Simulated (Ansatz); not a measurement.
Harmonic frequencies (cm⁻¹) at PBE0-D4/def2-TZVP from Ansatz: 36, 102, 288, 609, 638, 656, 731, 773, 895, 1510, 2192, 2408.

Each molecule was computed in one conformer, which needn't be the lowest.

**Question.** Which molecule is it?
A. `[F][SnH][SiH3]`•
B. `O=C=N[SiH]F`•
C. `[SiH3][O][GaH]`•
D. `N[Si](O)F`•

**Answer.** B.
